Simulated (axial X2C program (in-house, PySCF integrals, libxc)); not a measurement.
# Worked dissociation energy of CrSe⁺: PBE50, two-component

Calculated with an axial X2C code built on PySCF integrals. Two-component (2c) means X2C with spin–orbit coupling and atomic mean-field two-electron Coulomb and Gaunt terms. Basis: Se dyall-cv3z [8s9p6d4f1g], Cr dyall-cv3z [9s10p6d3f2g] (cores contracted in-house); Gaussian nuclei, density fitting, unrestricted open shells. Masses: Se 79.917 u, Cr 51.941 u.

Molecular state: Ω = 3/2 (⟨Sz⟩ = 1.51, ⟨Lz⟩ = -0.01 at PBE50).

```
E(Se) (2M_J = 4)  : -2428.844273 hartree
E(Cr+) (2M_J = 5) : -1050.114694 hartree
E(CrSe⁺) at Re    : -3479.018100 hartree
ωe                : 252.6 cm⁻¹
ωexe              : 1.67 cm⁻¹
```

Task: Work out De and D0.

Result: De = -2428.844273 + (-1050.114694) − (-3479.018100) = 0.05913 hartree = 1.609 eV. The zero-point energy is ωe/2 − ωexe/4 = 126 cm⁻¹ = 0.016 eV, so D0 = 1.594 eV.

The state is a single determinant with fixed occupations, the lowest that a limited PBE0 search found. Dissociation energies refer to the lowest single-determinant-based atoms at the same level and basis. Density functionals use the spin component along the axis (collinear). The functionals have no current-density term, which raises determinants with orbital currents, atoms included. With several unpaired electrons one determinant need not be a pure state. This is the top spin component of a Σ state; components of lower Ω are not single determinants and can lie lower. The determinant is spin-polarised beyond a pure state at some levels (its spin-free form has ⟨S²⟩ too high), which makes Re and μ there less reliable.

Each atomic determinant is the lowest at this level and need not be a pure J level. Totals compare only within one Hamiltonian and basis.
